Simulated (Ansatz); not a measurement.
A CCSD(T) single point on BH₄OSb, SMILES `O[BH][SbH2]`.

```yaml
crystal:
  periodic: [false, false, false]
  atoms:
    - {symbol: O, position_ang: [-1.336696, -0.774966, -0.700393]}
    - {symbol: B, position_ang: [-0.007208, -0.574008, -0.731999]}
    - {symbol: Sb, position_ang: [1.026839, 1.188583, 0.245071]}
    - {symbol: H, position_ang: [-1.822037, -0.139381, -0.166934]}
    - {symbol: H, position_ang: [0.638432, -1.362120, -1.362943]}
    - {symbol: H, position_ang: [-0.264477, 1.451274, 1.341111]}
    - {symbol: H, position_ang: [1.826348, 0.142519, 1.330487]}
basis:
  gaussian: {orbitals: def2-TZVPP}
correlation: {method: ccsd_t}
output: {orbitals: {seedname: orbitals}}
```

```sh
$ ansatz run in.yaml --threads 2 --pin off --events-out ev --progress --plain --max-ram 4352MiB
```

Log, shortened:

```
Functional definition: HF
1162 factors; integrals over basis functions are off by at most 1.1e-3 eV
mean field evaluation 1: about -9281.8394 eV, gradient 3.4e1 eV
mean field evaluation 2: about -9281.9855 eV, gradient 3.4e1 eV
mean field evaluation 4: about -9284.5347 eV, gradient 3.1e0 eV
mean field evaluation 8: about -9284.5884 eV, gradient 2.4e-1 eV
mean field -9284.58890695 eV, -341.2023490100 hartree, gradient 2.5e-6 eV, S^2 0.000000; 0 other end points of the search recorded, 0 dependent functions left out
6 core orbitals not correlated: weight in the atoms' cores, before any rotation towards them, 1.000 or more for the frozen orbitals, at most 0.000 for the correlated occupied ones
reference -9284.58890695 eV, -341.2023490100 hartree; 14, 14 occupied and 148, 148 virtual orbitals, 1162 factors
second order -19.06154065 eV of doubles, -0.00000000 eV of singles
cycle   1  -18.88716394 eV  change    1.7e-1 eV  update   1.0e-1
cycle   2  -19.38482142 eV  change   -5.0e-1 eV  update   3.1e-2
cycle   3  -19.47923295 eV  change   -9.4e-2 eV  update   1.8e-2
cycle   4  -19.46360097 eV  change    1.6e-2 eV  update   5.2e-3
cycle   5  -19.46138403 eV  change    2.2e-3 eV  update   2.3e-3
cycle   6  -19.46212481 eV  change   -7.4e-4 eV  update   6.8e-4
cycle   7  -19.46178630 eV  change    3.4e-4 eV  update   2.5e-4
cycle   8  -19.46169836 eV  change    8.8e-5 eV  update   9.6e-5
cycle   9  -19.46176346 eV  change   -6.5e-5 eV  update   4.3e-5
cycle  10  -19.46175889 eV  change    4.6e-6 eV  update   1.8e-5
perturbative correction -0.64587186 eV, -0.0237353532 hartree
Total energy: -9304.69653771 eV, -341.9412908109 hartree
```

It took 58 s on 2 threads of an Arm Neoverse V1 on a shared host, with 1.6 GiB of host memory at the peak.

MP2 recovers 94.8 % of the CCSD(T) correlation energy and the triples give 3.2 %; T1 = 0.0147.
